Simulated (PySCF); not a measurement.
Excitations are Tamm–Dancoff values on a coarser integration grid. The basis has no diffuse functions, so Rydberg states are missing or too high.

Z-matrix (Å, degrees):
```
Al
Br 1 2.2386
Br 1 2.2386 2 120.01
Br 1 2.2387 2 120.00 3 -179.94
```
Charge 0, multiplicity 1.

Question: Estimate the total energy, S1 excitation (TDA), S1–T1 gap (TDA), HOMO–LUMO gap and T1 excitation (TDA) that PySCF with PBE-D3(BJ)/def2-TZVP // B3LYP-D3(BJ)/def2-TZVP returns for this input.

Answer: 
```
Quantity                     Value
-------------------  -------------
total energy         -7963.8202 Ha
S1 excitation (TDA)        5.04 eV
S1–T1 gap (TDA)            0.24 eV
HOMO–LUMO gap              4.92 eV
T1 excitation (TDA)        4.80 eV
```
